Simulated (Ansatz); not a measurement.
Reaction (substitution at a C–Si bond): `C[SiH2]NC=S` + `[NH2][Al]([NH2])[OH]` → `C[O][Al]([NH2])[NH2]` + `[SiH3]NC=S`

Gas-phase electronic energies from Ansatz, PBE0-D4/def2-TZVP geometries. CCSD(T)/CBS adds triple-zeta CCSD(T) − MP2 to the extrapolated MP2 energy (def2 sets, frozen cores). This one scheme is used for every species. Functionals use def2-TZVPP. One conformer a species, not always the lowest.

`C[SiH2]NC=S`:

Z-matrix (Å, degrees):
```
C
Si 1 1.857
H 1 1.090 2 111.0
H 1 1.094 2 109.4 3 -120.1
H 1 1.092 2 110.7 3 121.0
N 2 1.776 1 113.5 3 -68.5
H 2 1.490 1 110.0 3 179.2
H 2 1.481 1 113.3 3 56.7
C 6 1.339 2 123.2 1 69.5
H 6 1.010 2 120.3 1 -113.6
S 9 1.634 6 124.5 2 -2.0
H 9 1.093 6 114.6 2 177.6
```

`[NH2][Al]([NH2])[OH]`:

Cartesian coordinates in Å:
```
N 0.051 -0.793 1.518
Al 0.238 -0.087 -0.086
N -1.013 0.949 -0.786
O 1.675 -0.453 -0.914
H -0.740 -0.671 2.127
H 0.740 -1.385 1.950
H -1.877 1.193 -0.332
H -0.968 1.379 -1.693
H 1.893 -0.131 -1.785
```

`C[O][Al]([NH2])[NH2]`:

Z-matrix (Å, degrees):
```
C
O 1 1.391
H 1 1.096 2 110.6
H 1 1.096 2 110.3 3 119.0
H 1 1.099 2 113.0 3 -120.6
Al 2 1.688 1 135.9 3 116.1
N 6 1.762 2 117.1 1 179.0
N 6 1.767 2 121.0 1 -1.0
H 7 1.005 6 125.8 2 179.3
H 7 1.006 6 123.7 2 -0.5
H 8 1.006 6 124.7 2 -1.1
H 8 1.006 6 125.3 2 179.1
```

`[SiH3]NC=S`:

```xyz
9

Si    0.369    0.774   -0.996
N     0.251   -0.018    0.563
C    -0.632   -0.977    0.910
S    -0.735   -1.708    2.361
H    -0.693    0.175   -1.836
H     0.162    2.234   -0.837
H     1.711    0.537   -1.582
H     0.881    0.224    1.320
H    -1.314   -1.242    0.099
```

(1) Is it downhill or uphill in electronic energy at CCSD(T)/CBS, and by how much? (Estimate.)

(2) What do these levels give: r2SCAN-D4, ωB97X-V, B2PLYP, PBE, r2SCAN, PBE0, HF/def2-TZVPP, CCSD/def2-TZVPP, CCSD(T)/def2-TZVPP, HF/def2-QZVPP, HF/CBS(def2), MP2/CBS(def2)? (Estimate.)

Largest T1 diagnostic among the species: 0.017.

Answers

(1) The calculation gave: Uphill: ΔE = +28.9 kcal/mol.

(2) Computed: r2SCAN-D4 28.4, ωB97X-V 26.7, B2PLYP 26.5, PBE 26.9, r2SCAN 28.2, PBE0 27.3, HF/def2-TZVPP 22.2, CCSD/def2-TZVPP 27.0, CCSD(T)/def2-TZVPP 27.7, HF/def2-QZVPP 22.1, HF/CBS(def2) 22.1, MP2/CBS(def2) 31.0 kcal/mol.

The D4 term adds +1.6 kcal/mol with B3LYP and +0.8 kcal/mol with PBE0; it sums over pairs of atoms, weighted by their polarisabilities, and B3LYP, whose exchange is more repulsive, gets the larger term. In def2-TZVPP, CCSD(T) changes the Hartree–Fock value by +5.6 kcal/mol (the triples alone add +0.7 kcal/mol) and MP2 by +7.7 kcal/mol.

B3LYP here is the variant with VWN-RPA as its local correlation; programs differ in this.
